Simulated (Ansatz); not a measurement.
Q: Name a neutral molecule of Cl, F, Nb, O with HOMO–LUMO gap (PBE/def2-TZVPP) between 4.40 and 4.70 eV and size of the dipole moment (ωB97M-V/def2-TZVPP) between 0.85 and 1.15 D (Ansatz, PBE0-D4/def2-TZVP geometry).

A: `[O]=[Nb]([F])([Cl])[Cl]` (4.61 eV, 1.11 D). Other molecules can fit too; these were computed, each in one conformer that needn't be the lowest.
